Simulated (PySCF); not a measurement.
## How methods differ on the interval between two levels of B

B [He] 2s2 2p1 [2P3/2, M_J = 3/2] → B [He] 2s1 2p2 [4P5/2, M_J = 5/2], as a difference of total energies. All numbers are calculated (PySCF 2.14, the two-component X2C-1e Hamiltonian, in x2c-SVPall-2c with one added diffuse shell of s type (4s2p1d, 15 functions)). Correlated levels: 1s2 frozen. "Screened" scales the spin-orbit matrix elements by Boettger's factors to mimic the two-electron term; Breit and QED terms are absent.

| method | interval between two levels (cm⁻¹) |
| --- | --- |
| GHF (spin-free) | 15764 |
| GMP2 (spin-free) | 22102 |
| GHF (screened spin-orbit) | 15765 |
| GMP2 (screened spin-orbit) | 22103 |

Errors of the correlated levels include the incompleteness of this basis and the frozen core.

The labels give the starting determinants; with spin-orbit coupling the two ends relaxed to ⟨J²⟩ = 3.76, ⟨L²⟩ = 2.00, ⟨S²⟩ = 0.75 and ⟨J²⟩ = 8.75, ⟨L²⟩ = 2.00, ⟨S²⟩ = 3.75.

For comparison: 28866 cm⁻¹ (measured; NIST Handbook of Basic Atomic Spectroscopic Data (Sansonetti and Martin, J. Phys. Chem. Ref. Data 34, 1559 (2005))).
